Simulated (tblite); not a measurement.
Method: GFN2-xTB as coded in tblite; computed harmonic values from a numerical Hessian at the method's own geometry, unscaled. This tight-binding method is rough: wavenumbers can miss measured ones by several per cent, in bad cases by 10 to 20. Modes of hydrogen on silicon can be 10 to 20 % off. One conformer each. Open shells enter through the occupations alone, without spin polarisation, and single modes of such species can be off by tens of per cent. Thermal functions are those of the rigid rotor and harmonic oscillator, without mixing of conformers.

**Question.** Order these by their zero-point energy, highest first (kJ/mol).
A. `C#C/C=[C]/[C@@H](C#C)CC` [radical]
B. `O=C(O[SiH3])C(CF)CF`
C. `C=C1C=CC=C1[C]=CC` [radical]
D. `CC(C)[P-]C1=CC=CS1`
E. `C=C(Cl)C(=O)[SiH2]` [radical]

**Answer.** D (386.2), C (372.6), A (363.2), B (300.8), E (146.2).

```tsv
SMILES	atoms	mass (u)	symmetry number	modes under 300 cm⁻¹	ZPE (kJ/mol)	S translation (J/(mol K))	S rotation	S vibration	S spin	S	Cp
CC(C)[P-]c1cccs1	19	157.02	1	8	386.2	171.9	125.2	124.5	0.0	421.6	168.5
C=C1C=CC=C1[C]=CC	18	117.07	1	6	372.6	168.3	121.6	100.0	5.8	395.6	151.6
C#C/C=[C]/[C@@H](C#C)CC	18	117.07	1	9	363.2	168.3	124.1	147.6	5.8	445.7	170.7
O=C(O[SiH3])C(CF)CF	17	154.03	1	9	300.8	171.7	125.4	153.3	0.0	450.3	167.8
C=C(Cl)C(=O)[SiH2]	10	118.97	1	5	146.2	168.5	117.4	78.1	5.8	369.7	120.7
```

Entropies and Cp are for 298.15 K and 1 bar.
